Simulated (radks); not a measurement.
Results of a calculation; reference values are marked as such.
The mean radii <r> (bohr) of the occupied orbitals of an atom or ion are listed with their occupations. Level of theory: scalar-relativistic Kohn-Sham, LDA (Slater exchange, Perdew-Wang correlation), spin-polarised, spherical densities, finite nucleus; Fermi nuclear charge, rms radius of each element as measured or else 0.836 A^(1/3) + 0.57 fm (a radial shooting solver on a logarithmic mesh with Libxc functionals).

orbital  occ.      <r>
1s down     1  0.03711
1s up       1  0.03711
2s up       1   0.1628
2s down     1   0.1628
2p up       3   0.1418
2p down     3   0.1418
3s up       1   0.4593
3s down     1   0.4593
3p up       3   0.4627
3p down     3   0.4627
3d up       5   0.4526
3d down     5   0.4526
4s up       1    1.202
4s down     1    1.200
4p up       3    1.342
4p down     3    1.339
4d up       1    1.830

Name the element and its charge. Open shells, if any, are filled with parallel spins first.

Answer. Z = 40, zirconium, charge +3: Zr3+ in [Kr] 4d1. The 1s radius gives Z: for a bare nucleus <r> = (2 gamma + 1)/(2Z) with gamma = sqrt(1 - (Z/c)^2), 0.03641 bohr for Z = 40, and screening makes it slightly larger (0.03711 here). The occupations add up to 37, and the charge is Z minus that.
